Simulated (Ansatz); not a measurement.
`P[SiH]1CC1` and `S[SiH]1CC1` differ in one atom or group.

Ansatz, PBE0-D4/def2-TZVP geometries, multiplicity 1. Each molecule was computed in one conformer, which needn't be the lowest.

| property | `P[SiH]1CC1` |
| --- | --- |
| HOMO–LUMO gap (ωB97M-V/def2-TZVPP) / eV | 10.93 |
| HOMO energy (B3LYP/def2-TZVPP) / eV | -6.68 |
| ideal-gas entropy at 298 K and 1 bar (rigid rotor, harmonic PBE0-D4/def2-TZVP) / J/(mol·K) | 325 |
| HOMO–LUMO gap (PBE/def2-TZVPP) / eV | 5.05 |
| size of the dipole moment (ωB97M-V/def2-TZVPP) / D | 0.52 |
| HOMO–LUMO gap (B3LYP/def2-TZVPP) / eV | 6.59 |

What does the change do to each property? (Estimate.)

The calculation gave: 
| property | `S[SiH]1CC1` | shift |
| --- | --- | --- |
| HOMO–LUMO gap (ωB97M-V/def2-TZVPP) / eV | 10.98 | 0.05 |
| HOMO energy (B3LYP/def2-TZVPP) / eV | -6.70 | -0.02 |
| ideal-gas entropy at 298 K and 1 bar (rigid rotor, harmonic PBE0-D4/def2-TZVP) / J/(mol·K) | 318 | -7 |
| HOMO–LUMO gap (PBE/def2-TZVPP) / eV | 5.07 | 0.02 |
| size of the dipole moment (ωB97M-V/def2-TZVPP) / D | 0.94 | 0.42 |
| HOMO–LUMO gap (B3LYP/def2-TZVPP) / eV | 6.65 | 0.06 |

The zero-point energy changes by -21.9 kJ/mol with -3 modes. Dipoles are sizes alone; their direction can turn.

B3LYP here is the variant with VWN-RPA as its local correlation; programs differ in this.
